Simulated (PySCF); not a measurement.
## Electric field gradients and quadrupole coupling constants

Species: C₈H₁₁FO.
Numbering: `[CH2:1]=[CH:2][C@@H:3]1[CH2:4][C@:5]1([CH2:6][CH3:7])[C:8](=[O:9])[F:10]` (hydrogens: H11, H12 on C1; H13 on C2; H14 on C3; H15, H16 on C4; H17, H18 on C6; H19, H20, H21 on C7)

Structure used (GFN2-xTB), in Å, numbered top down from 1:
```xyz
21
C8H11FO angstrom
C      3.2744    0.2150    0.7626
C      2.1830    0.7060    0.1980
C      1.1139   -0.1430   -0.3468
C      0.1788    0.3465   -1.4031
C     -0.3734    0.1042   -0.0214
C     -1.2486   -1.1118    0.2307
C     -2.6832   -0.8793   -0.2374
C     -0.7229    1.2425    0.8330
O     -1.3668    1.2583    1.8265
F     -0.2221    2.4354    0.3696
H      3.4348   -0.8464    0.8608
H      4.0491    0.8543    1.1471
H      2.0483    1.7743    0.1107
H      1.3718   -1.1963   -0.3686
H     -0.1268   -0.3394   -2.1785
H      0.2794    1.3696   -1.7330
H     -0.8280   -1.9699   -0.2965
H     -1.2488   -1.3324    1.3001
H     -3.2765   -1.7767   -0.0819
H     -3.1378   -0.0670    0.3231
H     -2.7075   -0.6271   -1.2955
```

Field gradients from the PBE0/pcSseg-1 density (PySCF, non-relativistic), principal values in atomic units, ordered |Vxx| ≤ |Vyy| ≤ |Vzz|:

| atom | Vxx | Vyy | Vzz |
| --- | --- | --- | --- |
| O9 | 0.4969 | 1.0578 | -1.5547 |

Task: Find the asymmetry η = (Vxx − Vyy)/Vzz and the couplings χ = eQV/h (234.96 MHz × Q in barn × V in au), with Q(17O) = −0.0256 b.

Result: 
```tsv
atom	environment	nucleus	η	χzz (MHz)	χxx (MHz)	χyy (MHz)
O9	carbonyl oxygen	17O	0.36	9.35	-2.99	-6.36
```

Task: What is Vzz at O9 in SI units (1 au = 9.71736 × 10²¹ V/m²)?

Result: -1.5547 au = -15.108 × 10²¹ V/m².

Task: What couplings would deuterons (Q(2H) = 0.00286 b) have in place of the hydrogens, at this geometry?

Result: 
| atom | bonded to | bond length (Å) | Vzz (au) | η | χzz (kHz) |
| --- | --- | --- | --- | --- | --- |
| H11 | C1 | 1.078 | 0.3354 | 0.06 | 225 |
| H12 | C1 | 1.076 | 0.3396 | 0.05 | 228 |
| H13 | C2 | 1.080 | 0.3213 | 0.06 | 216 |
| H14 | C3 | 1.085 | 0.3151 | 0.09 | 212 |
| H15 | C4 | 1.079 | 0.3303 | 0.06 | 222 |
| H16 | C4 | 1.080 | 0.3251 | 0.06 | 218 |
| H17 | C6 | 1.091 | 0.3036 | 0.04 | 204 |
| H18 | C6 | 1.092 | 0.2997 | 0.03 | 201 |
| H19 | C7 | 1.087 | 0.3169 | 0.02 | 213 |
| H20 | C7 | 1.087 | 0.3119 | 0.02 | 210 |
| H21 | C7 | 1.088 | 0.3143 | 0.02 | 211 |

The structure is a single GFN2-xTB conformer in the gas phase; no vibrational or solvent corrections. GFN2-xTB bond lengths can be off by several hundredths of an ångström, more for odd bonds, and the gradients follow them. A larger basis could move these couplings by a tenth or more.
